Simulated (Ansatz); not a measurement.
The cluster Zr₂B₂, relaxed as a singlet with RKS PBE0-D4/def2-TZVP in Ansatz, starting from the GFN2-xTB geometry. Force threshold 0.02 eV/Å.

In the def2 sets Zr takes a core potential; there is no spin–orbit coupling. The structure comes from a short search, and lower isomers may exist.

Start:

Cartesian coordinates in Å:
```
Zr 0.148 -1.166 -1.303
Zr 0.916 1.490 -0.128
B 0.123 -0.279 1.178
B -1.188 -0.045 0.253
```

Problem. Estimate the energy that the relaxation releases and the steps that it takes.

Solution. 34.2 kcal/mol, in 6 steps; 11 s on 4 threads of AMD EPYC 7R43 on a shared host. No frequencies were taken in this run, so the end may be a saddle point.

Problem. Does the start keep its bonding and symmetry?

Solution. By distances, no bond broke or formed. The bond that changes most is Zr1–Zr2, from 3.00 to 2.53 Å (atoms count from 1). The end is the same structure that another start reached, the lowest one found. Point group C2 at the start, C2v at the end, both within 0.05 Å.

Problem. Predict the relaxed structure.

Solution. 
```xyz
4

Zr    0.250   -1.008   -1.104
Zr    0.734    1.308   -0.218
B     0.127   -0.431    1.058
B    -1.112    0.132    0.263
```
Bond lengths (bridged metal pairs left out): 4 × B–Zr 2.24 Å; 1 × Zr–Zr 2.53 Å; 1 × B–B 1.58 Å.
